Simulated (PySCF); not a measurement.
BaCl2. Atoms are numbered in the order given.

```xyz
3

Ba     0.0000     0.0000    -0.4592
Cl     0.0000     2.4571     0.7562
Cl     0.0000    -2.4571     0.7562
```
Charge 0, spin multiplicity 1.

Geometry optimised at B3LYP-D3(BJ)/def2-TZVP. The isomer is the one that the SMILES or the coordinates give; other isomers of the formula were not compared. The def2 effective core potentials stand for the cores of Ba; spin–orbit coupling is left out.

The numbers are results of TDDFT-B3LYP/def2-SVPD run with PySCF 2.14.0, not measurements.

Vertical excitations.  State labels are in the subgroup C2v.

Computed excitation energies, oscillator strengths and character:
```tsv
state	symmetry	energy (eV)	λ (nm)	f	main pairs
S1	B2	4.31	288	0.001	HOMO→LUMO 99 %
S2	B1	4.47	277	0.021	HOMO−1→LUMO 99 %
S3	A1	4.49	276	0.003	HOMO−2→LUMO 99 %
S4	A2	4.59	270	0.000	HOMO−3→LUMO 99 %
S5	B2	4.70	264	0.019	HOMO−4→LUMO 99 %
S6	A1	5.04	246	0.010	HOMO−5→LUMO 99 %
S7	A2	5.17	240	0.000	HOMO→LUMO+2 99 %
S8	B2	5.17	240	0.001	HOMO→LUMO+1 99 %
S9	A1	5.32	233	0.001	HOMO−1→LUMO+2 54 %, HOMO−2→LUMO+1 45 %
S10	B1	5.32	233	0.001	HOMO−1→LUMO+1 55 %, HOMO−2→LUMO+2 44 %
T1	B2	4.28	290	0	HOMO→LUMO 99 %
T2	B1	4.44	280	0	HOMO−1→LUMO 99 %
T3	A1	4.45	279	0	HOMO−2→LUMO 99 %
T4	A2	4.56	272	0	HOMO−3→LUMO 99 %
```
Triplets are in the Tamm–Dancoff approximation, which puts them higher than full response would, so one can lie above its singlet here.
